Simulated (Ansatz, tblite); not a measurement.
Removing and adding an electron: Mn2(F)4 (Mn2F4). The state is a multiplicity 11 with charge 0. Geometry: PBE0-D4/def2-SVP. Ansatz, gas phase; energy differences of separate SCF runs; the oxidised species was run as a multiplicity 10 alone; the reduced species was run as a multiplicity 10 alone.

| atom | x (Å) | y (Å) | z (Å) |
| --- | --- | --- | --- |
| Mn1 | -0.599 | 1.238 | 0.709 |
| F2 | -1.308 | 2.665 | 1.531 |
| F3 | 0.409 | -0.440 | 1.116 |
| Mn4 | 0.604 | -1.235 | -0.709 |
| F5 | 1.290 | -2.675 | -1.529 |
| F6 | -0.397 | 0.448 | -1.117 |

The xTB rows come from tblite.

**Question.** Estimate orbital energies and vertical ionisation energies and electron affinities at: GFN1-xTB; GFN2-xTB; PBE-D4/def2-TZVP; PBE-D4/def2-TZVPD; r2SCAN-D4/def2-TZVP; PBE0-D4/def2-TZVP.

**Answer.** 
```tsv
level	−HOMO (eV)	vertical IE (eV)	−LUMO (eV)	vertical EA (eV)	HOMO–LUMO gap (eV)	IE − EA (eV)	remarks
GFN1-xTB	–	16.64	–	10.02	–	6.62	–
GFN2-xTB	–	12.81	–	8.33	–	4.48	–
PBE-D4/def2-TZVP	6.04	9.34	4.14	–	1.91	–	–
PBE-D4/def2-TZVPD	6.08	–	4.15	1.53	1.93	–	HOMO above zero (-1 multiplicity 10), spin-contaminated (⟨S²⟩ 24.91) (-1 multiplicity 10)
r2SCAN-D4/def2-TZVP	6.61	9.82	3.30	–	3.31	–	spin-contaminated (⟨S²⟩ 24.93) (+1 multiplicity 10)
PBE0-D4/def2-TZVP	8.41	10.64	2.54	–	5.87	–	spin-contaminated (⟨S²⟩ 24.98) (+1 multiplicity 10)
```

Relaxing the oxidised species (PBE0-D4/def2-SVP) changes its energy by -0.61 eV at PBE0-D4/def2-TZVP, so the adiabatic ionisation energy to this nearest minimum is 10.03 eV. At PBE-D4/def2-TZVP it is 9.20 eV.  Run but left out: HF/def2-SVP, MP2/def2-SVP, CCSD/def2-SVP, CCSD(T)/def2-SVP (charge +1 multiplicity 10: ⟨S²⟩ 25.69, where a pure state has 24.75); r2SCAN-D4/def2-TZVPD, PBE0-D4/def2-TZVPD (charge -1 multiplicity 10: ⟨S²⟩ 25.06 to 25.21, where a pure state has 24.75).   A HOMO above zero means that the electron is unbound at that level or that self-interaction error raises the level; the energy of removing that electron tells which. HOMO and LUMO are the levels of the spin that leaves or enters (xTB has no such levels and no spin-polarisation term). Other spin states of the ions may lie lower, which would lower the ionisation energy or raise the affinity. Raw xTB energy differences between charge states are shifted by several eV; the methods need an empirical correction for them.
